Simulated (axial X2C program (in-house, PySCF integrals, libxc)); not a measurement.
**GeP along the bond: PBE0, without spin–orbit coupling**

Computed with an in-house all-electron X2C program for linear molecules (integrals from PySCF). Spin-free means the one-electron spin-free X2C Hamiltonian. Basis: Ge dyall-cv3z [9s9p7d4f1g], P dyall-v3z [8s7p2d1f] (cores contracted in-house); Gaussian nuclei, density fitting, unrestricted open shells. Masses: Ge 73.921 u, P 30.974 u.

State: M_S = 1/2, Λ = 1 (beyond evenly filled blocks: π+α, π+β, π-α). Dipoles are positive if P is the positive end.

Results along the bond:

| R (Å) | μ (D) | HOMO (eV) | LUMO (eV) | ⟨S²⟩ |
| --- | --- | --- | --- | --- |
| 1.871 | -0.514 | -6.73 | -5.22 | 0.754 |
| 1.956 | -0.789 | -6.79 | -5.00 | 0.756 |
| 2.021 | -0.994 | -6.82 | -4.85 | 0.758 |
| 2.086 | -1.196 | -6.64 | -4.72 | 0.761 |
| 2.150 | -1.392 | -6.49 | -4.59 | 0.766 |
| 2.225 | -1.609 | -6.31 | -4.46 | 0.777 |
| 2.300 | -1.802 | -6.15 | -4.35 | 0.802 |
| 2.397 | -1.973 | -5.96 | -4.22 | 0.889 |
| 2.515 | -2.034 | -5.83 | -4.11 | 1.092 |
| 2.688 | -2.091 | -5.75 | -4.00 | 1.368 |

The state is one determinant whose occupation by symmetry is held fixed; it was picked as the lowest of a PBE0 search that is not exhaustive. PBE0 can misorder states that lie within some tenths of an eV, so this need not be the ground state of the molecule. The nearest other spin-free determinant of the search, M_S = 1/2, Λ = 0, lies 0.25 eV up at the distance of the search. The functionals have no current-density term, which raises determinants with orbital currents, atoms included. The determinant is spin-polarised beyond a pure state at some levels (its spin-free form has ⟨S²⟩ too high), which makes Re and μ there less reliable.
